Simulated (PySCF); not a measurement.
A geometry optimisation, step by step.

C₈H₁₁FO.
SMILES with atom numbers: `[CH2:1]=[CH:2][C@@H:3]([F:4])[C@H:5]1[CH2:6][C@@H:7]1[CH2:8][CH:9]=[O:10]` (hydrogens: H11, H12 on C1; H13 on C2; H14 on C3; H15 on C5; H16, H17 on C6; H18 on C7; H19, H20 on C8; H21 on C9)

Method: PBE0-D3(BJ)/def2-SVP geometry optimisation, gas phase in PySCF 2.14.0; density fitting, grid level 1; the optimiser is geomeTRIC in internal coordinates, started from a GFN2-xTB structure with every atom displaced at random (about 0.01 Å). 7 of its 9 geometries are shown. The frame can shift and turn from step to step; on so coarse a grid that alone can change the energy by a few meV, and forces under 0.02 eV/Å are noise.

Step 0: E = -13213.3330 eV, largest atomic force 1.925 eV/Å
```
atom  x, y, z in Å  |  force x, y, z in eV/Å
C1      3.799    0.018   -0.342   -1.479   0.433   1.153
C2      2.624   -0.595   -0.474   -0.267   0.083   0.492
C3      1.438   -0.436    0.445    1.116   0.654   0.405
F4      1.815    0.399    1.512   -0.470  -0.279  -0.557
C5      0.260    0.138   -0.281    0.128  -0.370   0.792
C6     -0.667   -0.755   -1.030   -0.014   0.280   0.289
C7     -1.115   -0.114    0.243   -0.440   0.743  -0.265
C8     -2.146    0.989    0.205   -0.484  -1.292   0.845
C9     -3.565    0.458    0.338    0.202  -0.169  -0.527
O10    -3.872   -0.702    0.442    0.199   0.309   0.124
H11     4.576   -0.103   -1.036    1.277  -0.319  -1.204
H12     3.963    0.727    0.475   -0.013  -0.113   0.083
H13     2.413   -1.265   -1.296    0.106  -0.343  -0.484
H14     1.182   -1.400    0.910   -0.121  -0.203  -0.123
H15     0.461    1.112   -0.692    0.118   0.647  -0.324
H16    -0.469   -1.807   -1.009    0.115  -0.854  -0.024
H17    -1.064   -0.393   -1.966   -0.236   0.163  -0.427
H18    -1.226   -0.748    1.116    0.138  -0.330   0.220
H19    -2.092    1.558   -0.710    0.040   0.582  -0.665
H20    -2.035    1.689    1.045    0.221   0.271   0.070
H21    -4.350    1.251    0.282   -0.135   0.107   0.126
```

Step 1: E = -13213.4709 eV, largest atomic force 0.460 eV/Å
```
atom  x, y, z in Å  |  force x, y, z in eV/Å
C1      3.807    0.044   -0.222    0.211  -0.133  -0.387
C2      2.646   -0.566   -0.451   -0.049   0.011  -0.042
C3      1.438   -0.452    0.420   -0.305  -0.114   0.027
F4      1.689    0.331    1.521    0.175   0.089   0.120
C5      0.255    0.118   -0.315    0.077   0.103  -0.070
C6     -0.678   -0.791   -1.059    0.014  -0.102  -0.102
C7     -1.132   -0.117    0.199    0.044  -0.100   0.097
C8     -2.154    0.977    0.154   -0.054   0.147  -0.177
C9     -3.567    0.507    0.373    0.024   0.142   0.110
O10    -3.871   -0.608    0.696   -0.050  -0.099  -0.047
H11     4.641   -0.067   -0.934   -0.184   0.050   0.266
H12     3.957    0.664    0.661   -0.001   0.067   0.090
H13     2.499   -1.189   -1.343    0.050   0.043   0.048
H14     1.159   -1.458    0.795    0.036   0.007  -0.043
H15     0.458    1.102   -0.759   -0.015  -0.076  -0.010
H16    -0.486   -1.869   -1.028   -0.025   0.063   0.009
H17    -1.082   -0.440   -2.013    0.002  -0.006   0.024
H18    -1.214   -0.763    1.081   -0.006   0.026  -0.039
H19    -2.118    1.540   -0.803   -0.001  -0.094   0.159
H20    -1.964    1.738    0.935    0.018   0.024   0.009
H21    -4.350    1.307    0.261    0.039  -0.049  -0.042
```

Step 3: E = -13213.4773 eV, largest atomic force 0.224 eV/Å
```
atom  x, y, z in Å  |  force x, y, z in eV/Å
C1      3.803    0.045   -0.227   -0.105   0.067   0.185
C2      2.643   -0.568   -0.453   -0.001  -0.062  -0.071
C3      1.430   -0.463    0.419    0.108   0.063  -0.016
F4      1.704    0.321    1.520   -0.050  -0.015  -0.004
C5      0.251    0.107   -0.320    0.022   0.000   0.043
C6     -0.690   -0.802   -1.058   -0.013   0.012   0.024
C7     -1.134   -0.121    0.202   -0.034   0.027  -0.019
C8     -2.145    0.989    0.163   -0.006   0.080   0.070
C9     -3.564    0.533    0.371    0.149  -0.134  -0.074
O10    -3.869   -0.594    0.651   -0.143   0.021   0.027
H11     4.652   -0.065   -0.903    0.032  -0.016  -0.074
H12     3.934    0.676    0.658    0.000  -0.022  -0.019
H13     2.511   -1.196   -1.340   -0.004  -0.038  -0.032
H14     1.158   -1.470    0.791    0.008   0.001  -0.004
H15     0.456    1.083   -0.774   -0.001   0.009  -0.019
H16    -0.509   -1.880   -1.020    0.004  -0.016   0.005
H17    -1.096   -0.453   -2.010    0.000   0.010  -0.004
H18    -1.219   -0.764    1.083    0.008  -0.004   0.009
H19    -2.102    1.553   -0.784    0.018   0.029  -0.052
H20    -1.942    1.743    0.949    0.017  -0.002  -0.014
H21    -4.341    1.334    0.252   -0.008  -0.011   0.040
```

Step 4: E = -13213.4786 eV, largest atomic force 0.128 eV/Å
```
atom  x, y, z in Å  |  force x, y, z in eV/Å
C1      3.801    0.048   -0.217   -0.024  -0.034  -0.039
C2      2.647   -0.570   -0.454   -0.086   0.007   0.054
C3      1.431   -0.466    0.415    0.030   0.004  -0.001
F4      1.696    0.317    1.519    0.019  -0.002   0.003
C5      0.252    0.106   -0.322    0.013  -0.011  -0.002
C6     -0.689   -0.804   -1.057   -0.015   0.002   0.000
C7     -1.132   -0.120    0.202    0.009   0.010  -0.009
C8     -2.142    0.989    0.162    0.007  -0.075   0.021
C9     -3.561    0.532    0.367   -0.090   0.075   0.050
O10    -3.897   -0.584    0.654    0.099  -0.005  -0.034
H11     4.637   -0.065   -0.910    0.071   0.039   0.031
H12     3.937    0.675    0.668   -0.015  -0.012  -0.021
H13     2.520   -1.198   -1.343    0.001   0.000  -0.004
H14     1.160   -1.473    0.787    0.000  -0.010  -0.009
H15     0.458    1.081   -0.777   -0.002   0.000  -0.012
H16    -0.509   -1.882   -1.017    0.002  -0.002   0.002
H17    -1.095   -0.455   -2.010   -0.002   0.003  -0.001
H18    -1.216   -0.763    1.084    0.006   0.001   0.007
H19    -2.098    1.553   -0.787    0.001   0.001  -0.015
H20    -1.938    1.744    0.947   -0.018  -0.007  -0.003
H21    -4.328    1.345    0.258   -0.005   0.019  -0.016
```

Step 5: E = -13213.4793 eV, largest atomic force 0.118 eV/Å
```
atom  x, y, z in Å  |  force x, y, z in eV/Å
C1      3.789    0.048   -0.209    0.068  -0.026  -0.093
C2      2.645   -0.581   -0.466    0.010   0.062   0.069
C3      1.433   -0.473    0.405   -0.078  -0.050  -0.011
F4      1.701    0.310    1.507    0.014  -0.003   0.013
C5      0.253    0.101   -0.329    0.005   0.006  -0.014
C6     -0.696   -0.808   -1.057   -0.011  -0.012  -0.006
C7     -1.130   -0.118    0.201    0.002  -0.002   0.008
C8     -2.137    0.994    0.161   -0.007   0.042  -0.030
C9     -3.556    0.544    0.373    0.052  -0.013   0.053
O10    -3.875   -0.578    0.663   -0.054  -0.007  -0.021
H11     4.649   -0.040   -0.879   -0.009  -0.003   0.020
H12     3.895    0.670    0.683   -0.003   0.005   0.005
H13     2.526   -1.209   -1.357    0.003   0.016   0.022
H14     1.159   -1.480    0.778   -0.006  -0.005  -0.006
H15     0.460    1.074   -0.789    0.000  -0.010  -0.008
H16    -0.519   -1.887   -1.013   -0.002   0.007   0.000
H17    -1.105   -0.461   -2.009    0.000   0.000   0.003
H18    -1.212   -0.756    1.086    0.004   0.005  -0.003
H19    -2.094    1.555   -0.791    0.011  -0.006   0.011
H20    -1.928    1.751    0.942   -0.003   0.005  -0.001
H21    -4.327    1.353    0.268    0.004  -0.013  -0.010
```

Step 7: E = -13213.4807 eV, largest atomic force 0.028 eV/Å
```
atom  x, y, z in Å  |  force x, y, z in eV/Å
C1      3.796    0.044   -0.213   -0.017   0.000   0.010
C2      2.645   -0.580   -0.459   -0.012  -0.003   0.008
C3      1.429   -0.479    0.408    0.021   0.014   0.006
F4      1.697    0.299    1.516   -0.013  -0.009  -0.003
C5      0.252    0.097   -0.328    0.005  -0.005  -0.003
C6     -0.700   -0.809   -1.055   -0.009   0.003   0.013
C7     -1.131   -0.117    0.203   -0.004   0.012  -0.002
C8     -2.134    1.000    0.164    0.003  -0.005   0.021
C9     -3.555    0.553    0.371   -0.001  -0.012  -0.025
O10    -3.887   -0.568    0.644    0.001   0.006   0.003
H11     4.648   -0.057   -0.889    0.021   0.009  -0.005
H12     3.913    0.670    0.675   -0.002  -0.011  -0.009
H13     2.525   -1.207   -1.349    0.000  -0.007  -0.004
H14     1.156   -1.487    0.775    0.000  -0.003  -0.007
H15     0.462    1.069   -0.790    0.002   0.001  -0.006
H16    -0.528   -1.888   -1.010    0.001  -0.003  -0.001
H17    -1.108   -0.461   -2.007    0.000   0.003  -0.001
H18    -1.215   -0.754    1.089    0.004   0.000   0.003
H19    -2.086    1.562   -0.786    0.001   0.004  -0.010
H20    -1.924    1.755    0.947    0.000   0.001  -0.002
H21    -4.321    1.367    0.265   -0.001   0.006   0.013
```

Step 8: E = -13213.4808 eV, largest atomic force under 0.02 eV/Å
```
atom  x, y, z in Å  |  force x, y, z in eV/Å
C1      3.794    0.041   -0.211    0.001  -0.004  -0.008
C2      2.646   -0.585   -0.461   -0.004   0.008   0.011
C3      1.429   -0.484    0.405   -0.002  -0.001   0.009
F4      1.694    0.291    1.514    0.000  -0.006   0.000
C5      0.252    0.094   -0.331    0.003  -0.003  -0.014
C6     -0.704   -0.811   -1.054   -0.007  -0.001   0.008
C7     -1.131   -0.114    0.203    0.002   0.006   0.002
C8     -2.130    1.004    0.164    0.002  -0.003  -0.002
C9     -3.553    0.561    0.371    0.001   0.003   0.018
O10    -3.886   -0.560    0.645   -0.001   0.000  -0.010
H11     4.649   -0.053   -0.884    0.006   0.000   0.003
H12     3.906    0.664    0.680   -0.001  -0.001  -0.002
H13     2.527   -1.211   -1.352   -0.002   0.001   0.001
H14     1.154   -1.493    0.770    0.000  -0.004  -0.006
H15     0.464    1.064   -0.795    0.002  -0.002  -0.004
H16    -0.535   -1.890   -1.008    0.000   0.000  -0.002
H17    -1.113   -0.464   -2.006    0.000   0.001   0.000
H18    -1.214   -0.750    1.090    0.002   0.002   0.001
H19    -2.082    1.565   -0.788    0.004   0.001  -0.002
H20    -1.918    1.760    0.946   -0.004   0.001  -0.001
H21    -4.316    1.378    0.272    0.000   0.001  -0.002
```

Q: Summarise the path.

A: The energy falls by 14.25 kJ/mol from step 0 to step 8; nine tenths of that is first reached at step 1. It falls at every step. The largest force goes from 1.925 to under 0.02 eV/Å. Among the bonds C1–H11 changes most, from 1.048 to 1.092 Å; the atoms move by 0.122 Å rms after alignment.

What follows is the cost of the whole optimisation. The run took 5.5 min of wall time on one thread, AMD EPYC (x86_64) (shared host), and the process peaked at 0.88 GiB of memory.
